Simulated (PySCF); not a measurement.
C₄H₄F₂Si.
Bonds: F1–C2, C2–C3 (double), C3–Si4, Si4–C5, C5–C6 (double), C6–F7, C2–C6. Hydrogens: H8 on C3; H9, H10 on Si4; H11 on C5.

Theory: PySCF, PBE0-D3(BJ)/def2-SVP geometry optimisation, gas phase.

Question: List the bond lengths, angles and torsions at this level.

Answer: 
```tsv
bond	length (pm)
F1–C2, C6–F7	132.2
C2=C3, C5=C6	134.0
C3–Si4, Si4–C5	187.1
C2–C6	148.6
C3–H8, C5–H11	109.0
Si4–H9, Si4–H10	149.2
```

Bonds in one row agree within 1 pm and their mean is given. A selection of angles:
```tsv
angle	degrees
F1–C2–C3	126.4
F1–C2–C6	116.0
C3–C2–C6	117.6
C2–C3–Si4	105.5
C2–C3–H8	122.4
Si4–C3–H8	132.1
C3–Si4–C5	93.7
C3–Si4–H9	114.0
H9–Si4–H10	109.1
```

Dihedral angles: F1–C2–C3–Si4 179° (antiperiplanar); C2–C3–Si4–C5 1° (synperiplanar); C3–Si4–C5–C6 -1° (synperiplanar); Si4–C5–C6–F7 180° (antiperiplanar); F1–C2–C6–C5 180° (antiperiplanar).

Si4 (SiH2 silicon) has angles from 93.7° to 114.0°. The C–C distances run from 1.340 Å (C5=C6, drawn double) to 1.486 Å (C2–C6, drawn single), a spread of 0.146 Å. The 7 heavy atoms lie in one plane (0.006 Å rms). The 5-membered ring C2–C3–Si4–C5–C6 has internal angles of 93.7° to 117.7° (sum 540°, against 540° for a flat polygon); it is planar, 0.00 Å rms from its mean plane, widest ring torsion 1°.

Point group: C2v (tolerance 0.08 Å). Stationary, but not proved a minimum.
